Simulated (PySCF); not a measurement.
Computed Raman spectrum (relative Raman activity) of a molecule CH6O3Si2. The structure is a stationary point at ωB97X-D3(BJ)/def2-SVP. Other conformers were not sampled. Computed with ωB97X-D3(BJ)/def2-SVP in PySCF. Frequencies are harmonic and unscaled.

Lines under 2 % of the strongest are left out, and lines within 2 cm⁻¹ are merged.

```json
[
 {"ν (cm⁻¹)": "499", "relative intensity": "3.4"},
 {"ν (cm⁻¹)": "504", "relative intensity": "4.0"},
 {"ν (cm⁻¹)": "728", "relative intensity": "5.8"},
 {"ν (cm⁻¹)": "780", "relative intensity": "6.6"},
 {"ν (cm⁻¹)": "923", "relative intensity": "3.6"},
 {"ν (cm⁻¹)": "1003", "relative intensity": "7.0"},
 {"ν (cm⁻¹)": "1722", "relative intensity": "4.7"},
 {"ν (cm⁻¹)": "2264", "relative intensity": "7.0"},
 {"ν (cm⁻¹)": "2269", "relative intensity": "40"},
 {"ν (cm⁻¹)": "2276", "relative intensity": "100"},
 {"ν (cm⁻¹)": "3806", "relative intensity": "24"}
]
```

Problem. Identify the compound among the candidates.
(A) O[SiH2][SiH]1OCO1
(B) O[Si@H]1OCO[SiH2]1
(C) O=C([SiH2]O)[SiH2]O
(D) O=C(O)[Si@H](O)[SiH3]

Solution. C, O=C([SiH2]O)[SiH2]O
